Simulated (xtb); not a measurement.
Al(Cl)(H)(NCO) (CHAlClNO), SMILES [N]([AlH][Cl])=C=O. All values are semi-empirical tight-binding results from xtb (GFN2-xTB unless named), good for trends rather than for accurate numbers. The structure is a stationary point at GFN2-xTB. One conformer was computed; it need not be the lowest.

For metal compounds this method's bond lengths and energies can be far off.

```json
{
 "orbital_gap": "5.14 eV",
 "zero_point_energy": "13.6 kcal/mol",
 "G − E(el) at 298.15 K (modified RRHO)": "-6.0 kcal/mol"
}
```
